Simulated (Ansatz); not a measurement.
C2H5BF2 (`CCB(F)F`), relaxed with RKS PBE0-D4/def2-TZVP in the Gaussian-basis code of Ansatz from a PBE-D4/def2-SVP geometry. The force threshold is 0.005 eV/Å; the program also tests the step.

The species carries charge 0 and has multiplicity 1.

Start:

```xyz
10

C    -0.843    0.842   -0.300
C     0.530    0.173   -0.174
B     0.553   -1.220    0.545
F    -0.553   -1.811    1.006
F     1.693   -1.891    0.730
H    -0.782    1.818   -0.822
H    -1.554    0.206   -0.867
H    -1.298    1.024    0.694
H     1.253    0.830    0.362
H     1.001    0.028   -1.174
```

**Question.** By how much does the energy fall, and how many steps does the optimiser take? (Estimate.)

**Answer.** Ansatz gave: 0.03 eV, in 5 steps.

**Question.** Which bonds change most? (Estimate.)

**Answer.** The calculation gave: C2–H10 from 1.115 to 1.098 Å; C1–H8 from 1.109 to 1.092 Å; C1–H6 from 1.109 to 1.092 Å; C1–H7 from 1.109 to 1.092 Å.

**Question.** Give the relaxed structure. (An estimate is asked.)

**Answer.** The calculation gave: 
```xyz
10

C    -0.838    0.836   -0.298
C     0.527    0.173   -0.174
B     0.548   -1.212    0.541
F    -0.546   -1.796    1.002
F     1.678   -1.878    0.722
H    -0.770    1.796   -0.812
H    -1.535    0.208   -0.858
H    -1.284    1.014    0.682
H     1.234    0.824    0.356
H     0.987    0.034   -1.161
```
